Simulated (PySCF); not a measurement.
**EPR parameters of C7H15**

Species: C7H15 (doublet state).
Structure used (GFN2-xTB), in Å, numbered top down from 1:
```
atom  x, y, z in Å
C1    -2.2870   -1.4411    0.3420
C2    -1.3730   -0.5727   -0.4277
C3    -0.3808    0.3343    0.1972
C4    -0.8388    1.7967    0.0315
C5     1.0217    0.1183   -0.4223
C6     2.0740    1.0471    0.1780
C7     1.4469   -1.3358   -0.2250
H8    -2.2482   -2.4740   -0.0178
H9    -2.0369   -1.4339    1.4007
H10   -3.3303   -1.1211    0.2341
H11   -1.5004   -0.5221   -1.4970
H12   -0.3193    0.1155    1.2691
H13   -0.7867    2.0915   -1.0140
H14   -0.2194    2.4676    0.6201
H15   -1.8680    1.9004    0.3675
H16    0.9490    0.3183   -1.4971
H17    3.0607    0.7751   -0.1919
H18    2.0819    0.9632    1.2631
H19    1.8915    2.0837   -0.0905
H20    0.6908   -2.0069   -0.6261
H21    1.5710   -1.5528    0.8341
H22    2.3908   -1.5316   -0.7288
```

The hyperfine couplings belong to this conformer and change with its torsions.

As a line formula: `[CH]([C@@H](C(C)C)C)C` [radical].

Method used: UKS B3LYP, pcH-1 on C H, non-relativistic, mean-field spin-orbit, GIAO (PySCF 2.14.0). The structure is a single GFN2-xTB conformer in the gas phase; no vibrational or solvent corrections. Couplings are sensitive to structure, and on GFN2-xTB geometries they can be far from those on DFT ones. No stability test was run, so a lower SCF solution isn't excluded.

```json
{
  "g1, g2, g3": "2.00215, 2.00268, 2.00289",
  "g_iso": "2.00257",
  "Form of g": "rhombic: the two nearest values differ by 29 % of g3 − g1",
  "⟨S²⟩": "0.7539 (exact 0.7500)",
  "α and β electrons": "29, 28",
  "HOMO–LUMO gap, α and β orbitals": "6.16, 7.41 eV",
  "Total energy": "-275.75927 Eh"
}
```

Isotropic coupling and dipolar principal values T1 to T3, in MHz; ρ(0) is the spin density at the nucleus:

```tsv
atom	isotope	a_iso	T1	T2	T3	Mulliken spin population	ρ(0) (bohr⁻³)
C1	13C	-35.3	-2.5	0.4	2.0	-0.09	-0.0314
C2	13C	94.0	-82.4	-81.4	163.8	1.04	0.0836
C3	13C	-30.4	-1.9	0.1	1.8	-0.08	-0.0271
C4	13C	70.9	-4.7	-4.4	9.1	0.03	0.0631
C5	13C	40.3	-3.7	-3.0	6.7	0.03	0.0358
C6	13C	1.4	-0.7	-0.6	1.2	0.00	0.0012
C7	13C	6.4	-2.1	-0.8	2.9	0.01	0.0057
H8	1H	105.5	-5.2	-4.2	9.3	0.04	0.0236
H9	1H	3.8	-4.8	-3.8	8.6	0.00	0.0008
H10	1H	128.5	-5.3	-3.5	8.9	0.05	0.0287
H11	1H	-61.2	-38.8	-0.4	39.2	-0.04	-0.0137
H12	1H	4.4	-5.5	-3.8	9.3	0.00	0.0010
H13	1H	-3.0	-4.4	-2.5	6.9	0.00	-0.0007
H14	1H	20.8	-3.0	-1.7	4.7	0.01	0.0047
H15	1H	-0.5	-6.0	-2.0	8.0	0.00	-0.0001
H16	1H	-2.4	-3.7	-2.7	6.4	0.00	-0.0005
H17	1H	5.1	-1.0	-0.6	1.6	0.00	0.0011
H18	1H	0.3	-1.1	-1.0	2.1	0.00	0.0001
H19	1H	0.3	-1.4	-0.8	2.1	0.00	0.0001
H20	1H	1.8	-7.4	-3.9	11.2	0.00	0.0004
H21	1H	0.6	-2.2	-1.7	3.9	0.00	0.0001
H22	1H	-0.6	-1.9	-1.2	3.1	0.00	-0.0001
```

The largest Mulliken spin populations are on C2 (+1.04), C1 (-0.09) and C3 (-0.08). No atom but C2 exceeds +0.15. The positive populations add up to 1.22 and the negative ones to -0.22, together 2S = 1. The angles at C2 add up to 359.7°, so it is planar; its axial dipolar tensor and the negative coupling of its proton fit spin in a p orbital normal to that plane.

Axes: g3 points within 10° of the C2–H11 bond.

Under fast tumbling the dipolar parts average out, and these isotropic splittings remain: 3 × 1H (H8/H9/H10, I = 1/2, 4 lines) with 2.83 mT, 1 × 1H (H11, I = 1/2, 2 lines) with 2.19 mT, 3 × 1H (H13/H14/H15, I = 1/2, 4 lines) with 0.21 mT, 1 × 1H (H12, I = 1/2, 2 lines) with 0.16 mT, 1 × 1H (H16, I = 1/2, 2 lines) with 0.09 mT and 3 × 1H (H17/H18/H19, I = 1/2, 4 lines) with 0.07 mT.

Nuclei that the bonding pattern makes equivalent are averaged, as if the motion that swaps them (rotation, inversion, ring flip) were fast. The three 1H nuclei of mean +79.3 MHz run from 3.8 to 128.5 MHz in the frozen geometry. The three 1H nuclei of mean +5.8 MHz run from -3.0 to 20.8 MHz in the frozen geometry.

The 13C coupling of C2 (94.0 MHz) shows only in satellite lines or after enrichment, since that isotope makes up about 1.07 % of natural carbon.

β density exceeds α density at some nuclei, such as C1 (-0.0314), C3 (-0.0271) and H11 (-0.0137), spin density in bohr⁻³. In a single determinant that takes different orbitals for the two spins, that is spin polarisation.
